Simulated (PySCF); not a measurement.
C₂H₈Hf, multiplicity 1. Atoms are numbered in the order given.

```xyz
11

Hf     0.0000     0.0000    -0.2362
C     -1.7933     0.0000     1.0200
H     -2.4058    -0.8998     0.7721
H     -1.6155     0.0000     2.1178
H     -2.4058     0.8998     0.7721
C      1.7933     0.0000     1.0200
H      2.4058     0.8998     0.7721
H      1.6155     0.0000     2.1178
H      2.4058    -0.8998     0.7721
H      0.0000     1.5554    -1.2779
H      0.0000    -1.5554    -1.2779
```
Charge 0, spin multiplicity 1.

The structure is a stationary point at PBE-D3(BJ)/def2-SVP. The spin state was assumed, not searched. The structure was generated by enumeration; whether it is a known compound was not checked. The def2 effective core potentials stand for the cores of Hf; spin–orbit coupling is left out.

Calculation: PySCF with PBE-D3(BJ)/def2-SVP.

Frequencies are harmonic and unscaled.

```
mode  ν (cm⁻¹)  IR (km/mol)  moving atoms (share of kinetic energy)
----  --------  -----------  --------------------------------------
1           92          0.0                                  H 99 %
2           96          0.0                                  H 94 %
3          125          0.3                  C 52 %, H 40 %, Hf 8 %
4          221          5.4                                  H 99 %
5          278          0.0                                  H 95 %
6          301          2.0                           H 91 %, C 9 %
7          435          0.1                          H 57 %, C 43 %
8          457          1.2                          C 49 %, H 47 %
9          472         27.3                          H 77 %, C 20 %
10         534         29.7                          C 50 %, H 44 %
11         562        200.5                          H 71 %, C 21 %
12         583          0.0                          H 88 %, C 12 %
13         642        102.3                                  H 96 %
14        1106         31.4                          H 76 %, C 24 %
15        1107          6.8                          H 76 %, C 24 %
16        1334          1.8                                  H 94 %
17        1339         14.0                                  H 95 %
18        1339         20.4                                  H 94 %
19        1339          0.0                                  H 95 %
20        1628        490.8                                  H 99 %
21        1661        279.7                                 H 100 %
22        2916          0.4                                  H 97 %
23        2917          1.9                                  H 97 %
24        3009          0.0                           H 91 %, C 9 %
25        3010          6.8                           H 91 %, C 9 %
26        3040          1.2                           H 91 %, C 9 %
27        3044          4.1                           H 91 %, C 9 %
```
